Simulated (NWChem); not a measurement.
System meant: CH6OSi2; SMILES O=C[SiH2][SiH3]

Input file for NWChem:

```
start job
memory heap 200 mb stack 900 mb global 1100 mb
geometry units angstroms noautoz
  O      0.804258    -2.277905    -0.322893
  C      0.142702    -1.648001     0.461929
  Si    -0.909240    -0.113517    -0.081396
  Si     0.473382     1.784853     0.000308
  H      0.144689    -1.925423     1.554538
  H     -2.057144     0.054947     0.864534
  H     -1.411116    -0.345278    -1.467481
  H     -0.298495     3.002373    -0.394180
  H      1.626246     1.603848    -0.931732
  H      0.991681     1.967273     1.390787
end
basis spherical
  * library def2-svp
end
dft
  xc b3lyp
  iterations 4
  mulliken
end
task dft energy
```

End of the output:

```
    Atom       Charge   Shell Charges
 -----------   ------   -------------------------------------------------------
    1 O    8     8.12   1.97  0.93  0.65  2.68  1.85  0.03
    2 C    6     6.04   1.97  0.65  0.37  1.77  1.10  0.17
    3 Si  14    13.69   2.00  1.94  0.71  0.36  5.82  1.36  1.29  0.23
    4 Si  14    13.73   2.00  1.94  0.70  0.37  5.82  1.33  1.38  0.20
    5 H    1     1.01   0.65  0.29  0.07
    6 H    1     1.09   0.64  0.42  0.03
    7 H    1     1.08   0.64  0.41  0.03
    8 H    1     1.08   0.64  0.42  0.02
    9 H    1     1.08   0.64  0.42  0.03
   10 H    1     1.09   0.64  0.42  0.02

 center of mass
 --------------
 x =   0.02103048 y =  -0.09254119 z =  -0.02028859

 moments of inertia (a.u.)
 ------------------
         846.242413092224           0.000000000000           0.000000000000
           0.000000000000         224.027263991439           0.000000000000
           0.000000000000           0.000000000000         979.361596105292

     Multipole analysis of the density
     ---------------------------------

     L   x y z        total         alpha         beta         nuclear
     -   - - -        -----         -----         ----         -------
     0   0 0 0     -0.000000    -24.000000    -24.000000     48.000000

     1   1 0 0     -0.432029     -0.216014     -0.216014      0.000000
     1   0 1 0      0.541845      0.270922      0.270922      0.000000
     1   0 0 1      0.413901      0.206950      0.206950     -0.000000

     2   2 0 0    -31.485395    -69.300272    -69.300272    107.115149
     2   1 1 0      1.964056     -2.419827     -2.419827      6.803710
     2   1 0 1      0.557096     -0.155837     -0.155837      0.868770
     2   0 2 0    -33.907178   -234.497650   -234.497650    435.088123
     2   0 1 1     -1.947260      1.043712      1.043712     -4.034685
     2   0 0 2    -30.365020    -33.910299    -33.910299     37.455578

 ------------------------------------------------------------------------
 dft energy failed                                                                                  0
 ------------------------------------------------------------------------
 ------------------------------------------------------------------------
  current input line :
    23: task dft energy
 ------------------------------------------------------------------------
 ------------------------------------------------------------------------
 This type of error is most commonly associated with calculations not reaching convergence criteria
 ------------------------------------------------------------------------
 For more information see the NWChem manual at https://nwchemgit.github.io

0:dft energy failed:Received an Error in Communication
```

**Question.** What is wrong, and how is it mended?

**Answer.** The run did not converge; its last values are not results. Cause: the SCF was allowed too few iterations. This input runs:
```
start job
memory heap 200 mb stack 900 mb global 1100 mb
geometry units angstroms noautoz
  O      0.804258    -2.277905    -0.322893
  C      0.142702    -1.648001     0.461929
  Si    -0.909240    -0.113517    -0.081396
  Si     0.473382     1.784853     0.000308
  H      0.144689    -1.925423     1.554538
  H     -2.057144     0.054947     0.864534
  H     -1.411116    -0.345278    -1.467481
  H     -0.298495     3.002373    -0.394180
  H      1.626246     1.603848    -0.931732
  H      0.991681     1.967273     1.390787
end
basis spherical
  * library def2-svp
end
dft
  xc b3lyp
  iterations 150
  mulliken
end
task dft energy
```
It converges to -695.65745 Ha (B3LYP/def2-SVP).
